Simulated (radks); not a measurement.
The numbers below are computed, except where a source is named.
Task: All-electron atom: K in [Ar] 3d1 (not the ground configuration). Level of theory: scalar-relativistic Kohn-Sham, PBEsol, spin-polarised, spherical densities, point nucleus; open shells are filled with parallel spins first (a radial shooting solver on a logarithmic mesh with Libxc functionals). Some entries of the table are withheld. Estimate them.

orbital,occ.,eigenvalue (hartree),r(max) (bohr)
1s down,1,-129.3145,0.05307
1s up,1,-129.3144,0.05307
2s up,1,-13.02319,0.3185
2s down,1,-13.02287,0.3185
2p up,3,-10.34220,0.2627
2p down,3,-10.34200,0.2627
3s up,1,-1.35165,(1)
3s down,1,-1.34911,(2)
3p up,3,-0.74689,1.157
3p down,3,-0.74359,1.156
3d up,1,-0.02542,7.705

Result: 
(1) 3s up r(max) (bohr): 1.078
(2) 3s down r(max) (bohr): 1.077
